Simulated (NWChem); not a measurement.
# C4H5FO; SMILES F[C@@H]1C(=O)CC1

```xyz
11

O      1.4905     1.2544     0.1047
C      0.4338     0.7217    -0.1018
C     -1.0411     1.1454     0.0450
C     -1.3860    -0.3690     0.1741
C      0.0043    -0.7300    -0.4116
F      0.7162    -1.7476     0.1720
H     -1.2634     1.7962     0.8949
H     -1.4319     1.6098    -0.8675
H     -2.2572    -0.7369    -0.3714
H     -1.4461    -0.6825     1.2199
H     -0.0378    -0.9021    -1.4964
```
Atoms are numbered in this order, from 1.

All runs: NWChem. All runs use the structure optimised with B3LYP/6-31G* (spherical d).

**Question.** Predict the results for PBE0/def2-SVP. Quantities: highest occupied level (eV); orbital gap (eV); dipole (D).

**Answer.** 
```yaml
highest occupied level (eV): -7.36
orbital gap (eV): 6.28
dipole (D): 3.47
```
